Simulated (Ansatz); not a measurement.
Ansatz (a program for electronic structure) input:

Ansatz 0.2 input:
```yaml
crystal:
  periodic: [false, false, false]
  atoms:
    - {symbol: Ba, position_ang: [-0.04697795, -0.86986741, -0.32433827]}
    - {symbol: Cl, position_ang: [1.03325575, 1.71937404, -0.37303954]}
    - {symbol: Cl, position_ang: [-0.87850484, 1.14607157, 1.44144796]}
basis:
  gaussian:
    orbitals: def2-TZVP
hamiltonian:
  xc: b3lyp
  dispersion: d3bj
total_charge: 1
magnetization: {spin_polarized: true, initial_magnetization: 1}
phonons: {temperatures: {t_min: 298.15, t_max: 298.15, t_step: 100}}
```

Problem. Predict the final energy.

Solution. -945.82623 Eh (B3LYP-D3(BJ)/def2-TZVP). The basis has 114 functions.
